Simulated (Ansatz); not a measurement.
## How basis sets differ on C2H3ClGaN (SMILES [CH3][Ga]([Cl])[C]#N)

C2H3ClGaN: 8 atoms, total charge 0, spin state singlet. As SMILES, `[CH3][Ga]([Cl])[C]#N`. The shape is that of a PBE0-D4/def2-TZVP optimisation.

```
atom    x (Å)    y (Å)    z (Å)
   C  -1.2660  -0.4056   0.2270
  Ga   0.6106   0.0714   0.3215
  Cl   1.7645  -0.0669   2.1084
   C   1.6449   0.7228  -1.1878
   N   2.2189   1.1058  -2.1115
   H  -1.6329  -0.7273   1.2003
   H  -1.4022  -1.2110  -0.4978
   H  -1.8458   0.4537  -0.1161
```

Quantity: the dipole moment, in D. The values are calculated.

```tsv
level	kind	program	value (D)	CPU time
HF/STO-3G	Hartree–Fock	Ansatz	3.51	1.6 s
HF/3-21G	Hartree–Fock	Ansatz	4.24	2.3 s
HF/pcseg-1	Hartree–Fock	Ansatz	4.34	7.7 s
HF/def2-SVP	Hartree–Fock	Ansatz	4.13	6.9 s
```

All-electron rows without a relativistic Hamiltonian named are non-relativistic. The values span 3.51 to 4.34 D. Sets without polarisation functions give poor dipoles. CPU times are rough (shared hosts, several kinds of processor): they show what a rung costs within a factor of a few.
